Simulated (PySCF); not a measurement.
C4H10Ge.
Structure used (PBE0-D3(BJ)/def2-SVP), in Å, numbered top down from 1:
```xyz
15
C4H10Ge angstrom
C     -0.6974    0.6084    0.9256
C     -1.1327   -0.6404    0.1521
C      0.1062   -1.4112   -0.3199
Ge     1.3657    0.0265   -0.8136
C      0.2902    1.4208    0.0790
H     -1.5702    1.2111    1.2278
H     -0.2034    0.2908    1.8618
H     -1.7251   -0.3251   -0.7259
H     -1.8002   -1.2715    0.7624
H      0.5442   -1.9934    0.5071
H     -0.1082   -2.1127   -1.1384
H      2.7717   -0.1611   -0.2089
H      1.5031    0.2428   -2.3341
H     -0.2403    2.0037   -0.6915
H      0.8875    2.1272    0.6726
```

Theory: PBE0-D3(BJ)/def2-SVP geometry optimisation, gas phase (PySCF 2.14.0).

Masses are those of the commonest isotopes; rigid-rotor values at the optimised geometry. The values belong to one conformer with, in the numbering `[CH2:1]1[CH2:2][CH2:3][GeH2:4][CH2:5]1`, C5–C1–C2–C3 53°, C1–C2–C3–Ge4 -38°, C2–C3–Ge4–C5 13°, C3–Ge4–C5–C1 13°.

Question: What are A, B and C (MHz)?

Answer: Ia = 94.80, Ib = 178.67, Ic = 248.35 u·Å²; 505379 MHz·u·Å²/I gives A = 5331, B = 2828, C = 2035 MHz.

Question: Classify the top.

Answer: An asymmetric top. Ray's parameter κ = (2B − A − C)/(A − C) = -0.518; −1 is the prolate and +1 the oblate limit.

Question: Is it planar, by Δ = Ic − Ia − Ib?

Answer: Not planar: Δ = Ic − Ia − Ib = -25.12 u·Å². For a rigid frame Δ = −2 Σ m c², so Σ m c² = 12.56 u·Å² lies off the ab plane: 10.28 from hydrogen and 2.28 from heavier atoms. The atom farthest from that plane is 1.38 Å away.

Question: Give the other two planar moments, Paa and Pbb, and the rms extents of the mass along the axes.

Answer: Paa = Σ m a² = (Ib + Ic − Ia)/2 = 166.11 and Pbb = Σ m b² = (Ia + Ic − Ib)/2 = 82.24 u·Å². With the mass M = 132.00 u, the rms extents √(P/M) along a, b and c are 1.12, 0.79, 0.31 Å.

Question: List the rotational levels J(Ka,Kc) to J = 3 (K).

Answer: Above 0(0,0), as E/k:
J = 1: 1(0,1) 0.233, 1(1,1) 0.354, 1(1,0) 0.392
J = 2: 2(0,2) 0.693, 2(1,2) 0.782, 2(1,1) 0.896, 2(2,1) 1.257, 2(2,0) 1.264
J = 3: 3(0,3) 1.364, 3(1,3) 1.421, 3(1,2) 1.648, 3(2,2) 1.957, 3(2,1) 1.994, 3(3,1) 2.657, 3(3,0) 2.658
Those of J = 1 are B + C, A + C and A + B.

Question: Which types of transition are allowed, and where do some lines up to J = 5 fall?

Answer: The dipole components are |μa| = 0.65 D, |μb| = 0.00 D, |μc| = 0.00 D; the symmetry axis of this C2 structure is a, so μb and μc vanish by symmetry and there are no b-type or c-type lines. Some lines, for components of 0.1 D or more:

```json
{"type": "a", "branch": "Q", "J(Ka,Kc)": "5(3,2) ← 5(3,3)", "MHz": "542", "lower level (cm⁻¹)": "3.328"}
{"type": "a", "branch": "Q", "J(Ka,Kc)": "1(1,0) ← 1(1,1)", "MHz": "794", "lower level (cm⁻¹)": "0.246"}
{"type": "a", "branch": "Q", "J(Ka,Kc)": "2(1,1) ← 2(1,2)", "MHz": "2381", "lower level (cm⁻¹)": "0.544"}
{"type": "a", "branch": "Q", "J(Ka,Kc)": "5(2,3) ← 5(2,4)", "MHz": "4241", "lower level (cm⁻¹)": "2.804"}
{"type": "a", "branch": "Q", "J(Ka,Kc)": "3(1,2) ← 3(1,3)", "MHz": "4741", "lower level (cm⁻¹)": "0.988"}
{"type": "a", "branch": "R", "J(Ka,Kc)": "1(0,1) ← 0(0,0)", "MHz": "4863", "lower level (cm⁻¹)": "0.000"}
{"type": "a", "branch": "Q", "J(Ka,Kc)": "4(1,3) ← 4(1,4)", "MHz": "7793", "lower level (cm⁻¹)": "1.575"}
{"type": "a", "branch": "R", "J(Ka,Kc)": "2(1,2) ← 1(1,1)", "MHz": "8933", "lower level (cm⁻¹)": "0.246"}
{"type": "a", "branch": "R", "J(Ka,Kc)": "2(0,2) ← 1(0,1)", "MHz": "9566", "lower level (cm⁻¹)": "0.162"}
{"type": "a", "branch": "Q", "J(Ka,Kc)": "5(1,4) ← 5(1,5)", "MHz": "11362", "lower level (cm⁻¹)": "2.302"}
{"type": "a", "branch": "R", "J(Ka,Kc)": "3(1,3) ← 2(1,2)", "MHz": "13308", "lower level (cm⁻¹)": "0.544"}
{"type": "a", "branch": "R", "J(Ka,Kc)": "3(2,2) ← 2(2,1)", "MHz": "14590", "lower level (cm⁻¹)": "0.873"}
{"type": "a", "branch": "R", "J(Ka,Kc)": "3(2,1) ← 2(2,0)", "MHz": "15194", "lower level (cm⁻¹)": "0.879"}
{"type": "a", "branch": "R", "J(Ka,Kc)": "4(1,4) ← 3(1,3)", "MHz": "17598", "lower level (cm⁻¹)": "0.988"}
{"type": "a", "branch": "R", "J(Ka,Kc)": "4(0,4) ← 3(0,3)", "MHz": "18133", "lower level (cm⁻¹)": "0.948"}
{"type": "a", "branch": "R", "J(Ka,Kc)": "4(2,3) ← 3(2,2)", "MHz": "19327", "lower level (cm⁻¹)": "1.360"}
{"type": "a", "branch": "R", "J(Ka,Kc)": "4(3,2) ← 3(3,1)", "MHz": "19722", "lower level (cm⁻¹)": "1.847"}
{"type": "a", "branch": "R", "J(Ka,Kc)": "4(3,1) ← 3(3,0)", "MHz": "19844", "lower level (cm⁻¹)": "1.847"}
{"type": "a", "branch": "R", "J(Ka,Kc)": "4(2,2) ← 3(2,1)", "MHz": "20646", "lower level (cm⁻¹)": "1.386"}
{"type": "a", "branch": "R", "J(Ka,Kc)": "4(1,3) ← 3(1,2)", "MHz": "20651", "lower level (cm⁻¹)": "1.146"}
{"type": "a", "branch": "R", "J(Ka,Kc)": "5(1,5) ← 4(1,4)", "MHz": "21810", "lower level (cm⁻¹)": "1.575"}
{"type": "a", "branch": "R", "J(Ka,Kc)": "5(0,5) ← 4(0,4)", "MHz": "22142", "lower level (cm⁻¹)": "1.553"}
{"type": "a", "branch": "R", "J(Ka,Kc)": "5(2,4) ← 4(2,3)", "MHz": "23961", "lower level (cm⁻¹)": "2.005"}
{"type": "a", "branch": "R", "J(Ka,Kc)": "5(4,2) ← 4(4,1)", "MHz": "24673", "lower level (cm⁻¹)": "3.174"}
{"type": "a", "branch": "R", "J(Ka,Kc)": "5(4,1) ← 4(4,0)", "MHz": "24690", "lower level (cm⁻¹)": "3.174"}
{"type": "a", "branch": "R", "J(Ka,Kc)": "5(3,2) ← 4(3,1)", "MHz": "25086", "lower level (cm⁻¹)": "2.509"}
{"type": "a", "branch": "R", "J(Ka,Kc)": "5(2,3) ← 4(2,2)", "MHz": "26119", "lower level (cm⁻¹)": "2.074"}
```

Question: Estimate the classical rotational partition function at 25 K, 200 K and 298.15 K.

Answer: Point group C2, symmetry number σ = 2; q = (√π/σ)·√((kT/h)³/(ABC)), k/h = 20836.6 MHz/K: 1900 at 25 K, 43000 at 200 K, 78300 at 298.15 K.

No PBE0-D3(BJ)/def2-SVP frequencies stand behind this structure, so it isn't proved a minimum. No vibrational averaging or centrifugal distortion is included, and the geometry carries the error of its method.
